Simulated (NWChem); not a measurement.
C3H5FSi; SMILES FC1=CC[SiH2]1

```xyz
10

F     -0.2562     2.0914     0.0000
C      0.0129     0.7967     0.0000
C      1.2247     0.2104     0.0000
C      0.9677    -1.2865     0.0000
Si    -0.8896    -0.8446     0.0000
H      2.2064     0.7016     0.0000
H      1.3445    -1.8093    -0.8941
H      1.3445    -1.8093     0.8941
H     -1.6839    -1.2026    -1.2139
H     -1.6839    -1.2026     1.2139
```
Atoms are numbered in this order, from 1.

Computed with NWChem. Medium grid unless said otherwise, to which SCAN and Minnesota functionals are sensitive. All runs use the structure optimised with PBE0/def2-SVP. B3LYP is NWChem's, with the RPA form of VWN correlation. Total energies of different functionals are on different scales.

```
level                                  energy (Ha)  highest occupied level (eV)  orbital gap (eV)  dipole (D)
-------------------------------------  -----------  ---------------------------  ----------------  ----------
PBE/def2-TZVP                            -506.3062                        -6.24              5.15        1.37
B3LYP/def2-TZVP                          -506.7299                        -7.19              6.88        1.51
LDA (Slater exchange, VWN5)/def2-TZVP    -503.8348                        -6.40              5.08        1.47
M06-2X/def2-TZVP                         -506.5951                   (withheld)        (withheld)  (withheld)
PW6B95/def2-TZVP                         -507.2251                        -7.53              7.50        1.54
```

Problem. Complete the blanks.

Solution. 
- M06-2X/def2-TZVP, highest occupied level (eV): -8.63
- M06-2X/def2-TZVP, orbital gap (eV): 9.36
- M06-2X/def2-TZVP, dipole (D): 1.62
